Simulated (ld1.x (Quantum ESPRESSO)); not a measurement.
# Configuration tests for Ta (TM)

```json
{"Element": "tantalum (Ta)", "Generator": "ld1.x (Quantum ESPRESSO) 7.5", "Type": "norm-conserving Troullier–Martins (Kleinman–Bylander form)", "Functional": "LDA (PZ)", "Relativity": "non-relativistic", "Frozen core": "[Xe] 4f14", "Valence charge": "5", "Reference configuration": "5d3 6s2 6p0", "Partial waves": "6p (bound, empty): rc 3.65 bohr; 5d (bound): rc 2.40 bohr; 6s (bound): rc 3.30 bohr", "Local potential": "the s channel", "Core correction": "Bessel-smoothed model core inside 1.60 bohr"}
```

Energies are relative to the spin-unpolarised reference configuration 5d3 6s2 6p0; without spin polarisation the order of configurations can differ from experiment. Spin-polarised rows fill each open shell by Hund’s rule, majority spin first. The frozen-core shift is the all-electron ΔE with the core orbitals held at their reference shape minus the fully relaxed ΔE.

```tsv
valence configuration	charge	ΔE all-electron (eV)	error AE − PS (meV)	frozen-core shift (meV)
5d3 6s1 6p0	+1	7.616	-4.0	+1.1
5d3 6s0 6p0	+2	21.313	-34	+12
5d2 6s0 6p0	+3	45.947	-245	+263
5d4 6s0 6p0	+1	7.021	-126	+41
5d3 6s1 6p1	0	3.237	-2.4	+0.6
5d3 6s2 6p0 (spin-polarised)	0	-1.091	+3.1	+15
5d3 6s1 6p0 (spin-polarised)	+1	5.766	+22	+24
```

(1) What are ΔE and the potential's error for 5d1 6s0 6p0?

(2) What are ΔE and the potential's error for 5d2 6s2 6p0?

## Answers

(1) ΔE = 82.234 eV all-electron; the error (AE − PS) is -963 meV.

(2) ΔE = 9.265 eV all-electron; the error (AE − PS) is -95 meV.
